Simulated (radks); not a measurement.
The germanium ion Ge2+ inside a hard spherical wall (all orbitals vanish at R), configuration held at [Ar] 3d10 4s2 and not refilled when levels cross. Calculated with a radial shooting solver on a logarithmic mesh with Libxc functionals: non-relativistic Kohn-Sham, r2SCAN, spin-unpolarised, spherical densities, point nucleus; meta-GGA in the generalised Kohn-Sham scheme. Eigenvalues in eV, with the zero of energy where the potential of the charges vanishes at infinity; a dash marks a level that is unbound or too diffuse for the functional's potential to be trusted. A positive occupied level is held by the wall or, in an anion where self-interaction has pushed it up, behind a barrier. The pressure on the wall is -dE/dV.

R (bohr),E (hartree),kinetic (hartree),e(3s),e(3p),e(3d),e(4s),"e(4p, empty)","e(4d, empty)",pressure (GPa)
free,-2076.07102,2074.768,-187.96,-137.63,-50.802,-29.072,-19.508,-,0
20,-2076.07102,2074.768,-187.96,-137.63,-50.802,-29.072,-19.508,-,< 0.0001
15,-2076.07102,2074.768,-187.96,-137.63,-50.802,-29.072,-19.508,-,< 0.0001
12,-2076.07102,2074.768,-187.96,-137.63,-50.802,-29.072,-19.508,-,< 0.0001
7,-2076.07097,2074.769,-187.95,-137.62,-50.799,-29.070,-19.500,-6.197,0.00557
5,-2076.06543,2074.825,-187.77,-137.44,-50.622,-28.889,-19.112,-4.458,1.18
3.5,-2075.93058,2075.635,-185.85,-135.53,-48.766,-26.091,-14.653,5.162,55.3
1.5,-2061.68783,2126.519,-138.39,-87.295,3.775,129.22,155.31,193.62,46100
